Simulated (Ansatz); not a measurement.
Consider the isomerisation: `CBC(N)C#N` → `BC1=NCN1C`.

Calculated with Ansatz (gas phase, PBE0-D4/def2-TZVP geometries, no zero-point term in ΔE). CCSD(T)/CBS is the MP2 limit (def2-TZVPP, def2-QZVPP) plus CCSD(T) − MP2 in def2-TZVPP, frozen cores. Functionals use def2-TZVPP. One conformer a species, not always the lowest.

```json
{"level": "r2SCAN-D4", "ΔE (kJ/mol)": "156.7"}
{"level": "PBE0-D4", "ΔE (kJ/mol)": "148.9"}
{"level": "PBE", "ΔE (kJ/mol)": "142.3"}
{"level": "r2SCAN", "ΔE (kJ/mol)": "156.9"}
{"level": "PBE0", "ΔE (kJ/mol)": "149.9"}
{"level": "MP2/def2-TZVPP", "ΔE (kJ/mol)": "177.5"}
{"level": "HF/def2-QZVPP", "ΔE (kJ/mol)": "192.7"}
{"level": "CCSD/CBS(def2)", "ΔE (kJ/mol)": "177.1"}
```

Problem. What does CCSD(T)/CBS give? (Estimate.)

Solution. Ansatz gave: +170.2 kJ/mol. The listed levels differ from it by -13.5, -21.3, -27.9, -13.3, -20.3, 7.3, 22.5, 6.9 kJ/mol.

Largest T1 diagnostic among the species: 0.014.

From PBE to PBE0 (25 % exact exchange), in def2-TZVPP and without D4, ΔE moves by +7.6 kJ/mol. In def2-TZVPP, CCSD(T) changes the Hartree–Fock value by −22.2 kJ/mol (the triples alone add −6.9 kJ/mol) and MP2 by −16.4 kJ/mol.
